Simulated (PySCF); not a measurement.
PBE on Te⁻ (tellurium, charge -1), [Kr] 4d10 5s2 5p5, 2P determinant. Calculation: PySCF 2.14, in aug-cc-pwCVDZ-PP with ECP28MDF; scalar relativity through the core potential.

```
cycle= 1 E= -268.043785697587  delta_E= -0.00892  |g|= 0.0251  |ddm|= 0.994
cycle= 2 E= -268.04378276173  delta_E= 2.94e-06  |g|= 0.0153  |ddm|= 0.11
cycle= 3 E= -268.04398462223  delta_E= -0.000202  |g|= 0.0122  |ddm|= 0.0814
cycle= 4 E= -268.044068602175  delta_E= -8.4e-05  |g|= 0.000539  |ddm|= 0.0301
cycle= 5 E= -268.044068971686  delta_E= -3.7e-07  |g|= 4.46e-05  |ddm|= 0.00211
cycle= 6 E= -268.044068976483  delta_E= -4.8e-09  |g|= 9.57e-06  |ddm|= 0.000461
cycle= 7 E= -268.044068976617  delta_E= -1.33e-10  |g|= 7.02e-07  |ddm|= 4.64e-05
converged SCF energy = -268.044068976617  <S^2> = 0.75205693  2S+1 = 2.0020559
```

Highest occupied orbital energy: 0.766 eV; ⟨L²⟩ = 2.02; populations by l: s 4.00, p 11.00, d 10.00, f 0.00.

**Question.** Can this result be used?

**Answer.** With care. The run converged. Energies and moments cover only the electrons outside the core potential. At PBE the highest occupied level has a positive energy, so only the finite basis holds that electron; in a semilocal or global hybrid functional this comes from self-interaction and does not mean that the real anion is unbound.
